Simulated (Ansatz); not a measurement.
Geometry optimisation, RKS r2SCAN-D4/def2-SVP (Ansatz).

Input file:

```yaml
crystal:
  periodic: [false, false, false]
  atoms:
    - { symbol: Si, position_ang: [-0.743365, -0.662651, 0.095784] }
    - { symbol: F, position_ang: [0.669064, -1.087938, 0.858806] }
    - { symbol: H, position_ang: [-0.529249, -0.970113, -1.340611] }
    - { symbol: H, position_ang: [-1.823813, -1.457842, 0.714796] }
    - { symbol: O, position_ang: [-1.075045, 0.915509, 0.409484] }
    - { symbol: H, position_ang: [2.063955, 0.386275, 0.076483] }
    - { symbol: Cl, position_ang: [1.906761, 1.313053, -0.837658] }
    - { symbol: H, position_ang: [-0.468309, 1.563708, 0.022915] }
basis:
  gaussian: { orbitals: def2-SVP }
hamiltonian:
  xc: r2scan
  dispersion: d4
relax:
  f_tol: 0.03
  max_steps: 50
```

Launched with:

```bash
$ ansatz run input.yaml --threads 2 --pin off --max-ram 3072MiB --backend cpu --events-out ev --progress --plain --runs-dir out
```

Problem. Where does it end, and by what steps?

Solution. The forces met the threshold. After 7 steps the energy has fallen by 0.038 eV; Cl7 moved furthest, 0.28 Å.

| step | energy less start (eV) | largest force component (eV/Å) | accepted |
| --- | --- | --- | --- |
| 0 | 0.0000 | 0.439 | yes |
| 1 | 0.0094 | 0.944 | no |
| 2 | -0.0156 | 0.498 | yes |
| 3 | -0.0235 | 0.457 | yes |
| 4 | -0.0285 | 0.319 | yes |
| 5 | -0.0302 | 0.184 | yes |
| 6 | -0.0355 | 0.111 | yes |
| 7 | -0.0377 | 0.029 | yes |

```xyz
8
Properties=species:S:1:pos:R:3
Si -0.759 -0.677 0.084
F 0.724 -1.046 0.698
H -0.688 -1.053 -1.351
H -1.764 -1.450 0.847
O -1.067 0.915 0.344
H 1.935 0.349 0.079
Cl 2.064 1.424 -0.639
H -0.444 1.538 -0.061
```

Time of the run: 25 s on 2 threads of Arm Neoverse V1, on a shared host, peak memory 0.16 GiB.
